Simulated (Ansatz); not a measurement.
CH$_{6}$N$_{2}$Si (`NC1N[SiH2]1`), relaxed with RKS PBE-D4/def2-SVP in Ansatz 0.2.0 from a rough embedded geometry. The force threshold is 0.03 eV/Å; the program also tests the step.

The species carries charge 0 and has multiplicity 1.

Start:

```xyz
10

N     0.612    1.199    0.964
C     0.065   -0.045    0.653
N     0.504   -0.470   -0.648
Si   -1.214   -0.325   -0.680
H     0.942    1.669    0.073
H     1.574    1.079    1.450
H    -0.036   -0.791    1.473
H     0.670   -1.532   -0.622
H    -1.381    0.821   -1.685
H    -1.735   -1.604   -0.977
```

Question: By how much does the energy fall, and how many steps does the optimiser take? (Best estimate.)

Answer: Computed: 21.54 kcal/mol, in 8 steps.

Question: Which bonds change most? (Estimate.)

Answer: Computed: Si4–H10 from 1.413 to 1.502 Å; C2–N3 from 1.437 to 1.502 Å; N1–H6 from 1.084 to 1.032 Å; N3–H8 from 1.075 to 1.028 Å.

Question: Give the relaxed structure. (Estimate.)

Answer: The calculation gave: 
```xyz
10

N     0.637    1.174    1.056
C     0.097   -0.064    0.583
N     0.627   -0.678   -0.681
Si   -1.084   -0.304   -0.848
H     0.704    1.858    0.292
H     1.602    1.029    1.392
H    -0.049   -0.775    1.425
H     1.038   -1.619   -0.627
H    -1.436    0.748   -1.855
H    -2.136   -1.371   -0.738
```
